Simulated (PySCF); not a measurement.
Species: C7H4ClFO.
Cartesian coordinates in Å at the PBE0-D3(BJ)/def2-SVP level; atoms count from 1:
```xyz
14
C7H4ClFO angstrom
O      3.009   -0.793    0.398
C      2.326   -0.081   -0.266
Cl     3.064    0.886   -1.553
C      0.850    0.014   -0.122
C      0.261   -0.990    0.666
C     -1.107   -1.037    0.883
C     -1.925   -0.056    0.317
C     -1.369    0.958   -0.452
C      0.005    0.994   -0.668
F      0.478    1.998   -1.387
H      0.926   -1.740    1.099
H     -1.538   -1.834    1.493
H     -3.005   -0.078    0.479
H     -1.980    1.745   -0.897
```

Linear response at B3LYP/def2-SVPD (PySCF, frozen core in the response, non-relativistic).

Static isotropic polarisability: 100.28 au (14.86 Å³), principal values 57.8, 107.2, 135.9 au.

Problem. What is the polarisability at 1064 nm and at the sodium D line?

Solution. 101.72 au at 1064 nm (+1.4 %), 105.38 au at 589.3 nm (+5.1 %). The rise at 589.3 nm is 3.53 times that at 1064 nm; a pure ω² law gives 3.26. The lowest singlet lies at 280 nm, shorter than both wavelengths.

Problem. What is the isotropic C6 coefficient between two such molecules, C6 = (3/π)∫α(iω)² dω?

Solution. 3727 au (Eh·bohr⁶) by a ten-point quadrature over imaginary frequencies, which is 2230 eV·Å⁶ or 215 J·nm⁶/mol.

Problem. Which effective excitation energy ω̄ makes London's formula C6 = (3/4)α²ω̄ exact here?

Solution. ω̄ = 4·C6/(3α²) = 0.494 Eh = 13.4 eV. A one-pole form α(ω) = α/(1 − ω²/ω̄²) fitted to the 1064 nm value gives 9.8 eV.

Problem. How many electrons N does the Slater–Kirkwood formula C6 = (3/4)·√N·α^(3/2) need to give this C6?

Solution. N = (4·C6/3)²/α³ = 24.5; the species has 80 electrons in all.

Problem. The lowest 6 singlets have (eV, f): 4.43, 0.004; 4.49, 0.039; 5.17, 0.237; 5.29, 0.026; 5.83, 0.015; 6.21, 0.073. What share of the static polarisability do they carry in the sum over states α = Σ f/ω²?

Solution. 10.55 au, 10.5 % of α; the largest term, 6.55 au, is that of the state at 5.17 eV. Their oscillator strengths add up to 0.39. Higher states carry the rest.

Problem. What molar refraction at the D line follows from R = (4π/3)·N_A·α′, with α′ the polarisability volume?

Solution. α′ = 15.62 Å³ gives R = 39.39 cm³/mol, for isolated, non-vibrating species.

Problem. What n − 1 at the D line would an ideal gas of it have at 273.15 K and 1 atm (2.6868 × 10¹⁹ cm⁻³), by n − 1 = 2π·N·α′?

Solution. 26.36 × 10⁻⁴, a formal value whether or not that pressure can be reached.

Problem. How anisotropic is the static polarisability, by Δα² = ½[(α1 − α2)² + (α2 − α3)² + (α3 − α1)²]?

Solution. Δα = 68.4 au, or 0.68 of the isotropic value.

Problem. What three-body coefficient follows from the one-pole estimate C9 = (3/4)·α·C6?

Solution. 280000 au. This is an estimate from the two numbers above, not a computed integral.

Hardware: one thread of an Arm Neoverse V2 (shared host). Cost: 46 s wall, 1.1 GiB resident at most. This is the whole response run at B3LYP/def2-SVPD, SCF included.

One conformer stands for the species.
